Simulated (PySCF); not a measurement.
## Electronic structure of V²⁺ (vanadium, charge +2) at the UHF level

Configuration: [Ar] 3d3, high-spin 4F determinant. All numbers are calculated (PySCF 2.14, the spin-free X2C one-electron Hamiltonian (Gaussian nucleus), in ANO-RCC-VTZP).

| Item | Value |
| --- | --- |
| Total energy | -947.431557 hartree |
| One-electron energy | -1287.6219 hartree |
| Hartree (Coulomb) energy | 384.5486 hartree |
| Exchange energy | -44.3583 hartree |
| ⟨S²⟩ | 3.7525 |
| ⟨L²⟩ | 12.034 |
| Sum of ⟨r⟩ | 14.24 bohr |
| Sum of ⟨r²⟩ | 16.38 bohr² |
| Langevin diamagnetic susceptibility | -13.0 ×10⁻⁶ cm³/mol |

```json
{"shell": "1s β", "electrons": "1", "mean orbital energy (hartree)": "-203.47735", "rms radius, mean of both spins (bohr)": "0.0768"}
{"shell": "1s α", "electrons": "1", "mean orbital energy (hartree)": "-203.47694", "rms radius, mean of both spins (bohr)": "0.0768"}
{"shell": "2s α", "electrons": "1", "mean orbital energy (hartree)": "-24.78831", "rms radius, mean of both spins (bohr)": "0.332"}
{"shell": "2s β", "electrons": "1", "mean orbital energy (hartree)": "-24.72812", "rms radius, mean of both spins (bohr)": "0.332"}
{"shell": "2p α", "electrons": "3", "mean orbital energy (hartree)": "-20.69730", "rms radius, mean of both spins (bohr)": "0.303"}
{"shell": "2p β", "electrons": "3", "mean orbital energy (hartree)": "-20.63669", "rms radius, mean of both spins (bohr)": "0.303"}
{"shell": "3s α", "electrons": "1", "mean orbital energy (hartree)": "-3.93045", "rms radius, mean of both spins (bohr)": "1.02"}
{"shell": "3s β", "electrons": "1", "mean orbital energy (hartree)": "-3.71518", "rms radius, mean of both spins (bohr)": "1.02"}
{"shell": "3p α", "electrons": "3", "mean orbital energy (hartree)": "-2.76256", "rms radius, mean of both spins (bohr)": "1.11"}
{"shell": "3p β", "electrons": "3", "mean orbital energy (hartree)": "-2.49741", "rms radius, mean of both spins (bohr)": "1.11"}
{"shell": "3d α", "electrons": "3", "mean orbital energy (hartree)": "-1.11433", "rms radius, mean of both spins (bohr)": "1.44"}
```

Densities and radii are taken from the X2C orbitals without a picture-change correction, which distorts them close to the nucleus.

Spin-orbit constants ζ (cm⁻¹) from the X2C one-electron operator on these orbitals: bare nucleus, nucleus screened by l(l+1)(2l+1)/3 electrons, and screened by the Breit-Pauli mean field of the electrons.

| shell | bare | screened nucleus | mean field |
| --- | --- | --- | --- |
| 2p | 40730 | 37190 | n/a |
| 3p | 4577 | 4179 | n/a |
| 3d | 366.5 | 207.2 | n/a |

To first order the Landé constant is A = 69.05 cm⁻¹, so the lowest level has J = 3/2 and lies 0.0514 eV below the centre of the term. This holds in LS coupling only.
